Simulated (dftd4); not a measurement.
CH$_{2}$Cl$_{6}$Si$_{2}$, charge -1, doublet, geometry from GFN2-xTB (a state made from the parent by changing its charge; the spin is typed, not shown lowest); D4 for pbe (dftd4 4.2.0).

dftd4 was given this input:
```
$ dftd4 mol.xyz --func pbe --charge -1 --json dftd4.json --noedisp --grad

# file mol.xyz
11

Cl     3.08799008    -0.39677225    -1.26569421
Si     1.47398113     0.29321702    -0.19461162
Cl     2.17933231     0.66766398     1.66884890
Cl     0.97661910     2.06905610    -1.02181231
C      0.10544345    -0.99510331    -0.21573527
Si    -1.63560367    -0.25343323     0.20330251
Cl    -2.05187644     0.25737694    -1.98728099
Cl    -1.20310332    -0.20377725     2.43948372
Cl    -2.91612256    -1.88424425     0.27626352
H      0.33616261    -1.78103735     0.50587682
H      0.05562643    -1.46347131    -1.19988467
```

It wrote (shortened):

```
                    ____  _____ _____     ____  _  _
      -------------|  _ \|  ___|_   _|---|  _ \| || |------------
     |             | | | | |_    | | ___ | | | | || |_           |
     |             | |_| |  _|   | ||___|| |_| |__   _|          |
     |             |____/|_|     |_|     |____/   |_|            |
     |             ===================================           |
     |            E. Caldeweyher, S. Ehlert & S. Grimme          |
     |          Mulliken Center for Theoretical Chemistry        |
     |                    University of Bonn                     |
      -----------------------------------------------------------

Rational (Becke-Johnson) damping: pbe-D4-ATM
---------------------
  s6         1.0000
  s8         0.9595
  s9         1.0000
  a1         0.3857
  a2         4.8069
 alp        16.0000
--------------------

Dispersion energy:      -2.5983443538595E-02 Eh

Gradient norm:           2.3699629599968E-03 Eh/a0
--------------------------------------------------
     #    Z           dE/dx      dE/dy      dE/dz
--------------------------------------------------
     1   17 Cl    7.003E-04 -2.101E-04 -3.696E-04
     2   14 Si   -6.401E-04 -1.606E-04  6.279E-05
     3   17 Cl    7.465E-04  2.548E-04  6.175E-04
     4   17 Cl    3.503E-04  9.356E-04 -3.673E-04
     5    6 C    -2.201E-04 -1.462E-04  4.258E-06
     6   14 Si    8.464E-04 -8.328E-05 -1.962E-04
     7   17 Cl   -6.218E-04  2.408E-05 -2.315E-04
     8   17 Cl   -5.857E-04 -1.338E-05  4.564E-04
     9   17 Cl   -5.963E-04 -4.046E-04  6.745E-05
    10    1 H     1.404E-05 -1.042E-04  3.006E-06
    11    1 H     6.415E-06 -9.214E-05 -4.688E-05
--------------------------------------------------

Virial:
--------------------------------------------------
      component           x          y          z
--------------------------------------------------
          x       1.040E-02  3.421E-03 -2.379E-05
          y       3.421E-03  6.426E-03 -6.680E-04
          z      -2.379E-05 -6.680E-04  6.558E-03
--------------------------------------------------

[Info] Dispersion results written to 'dftd4.txt'
[Info] JSON dump of results written to 'dftd4.json'
```
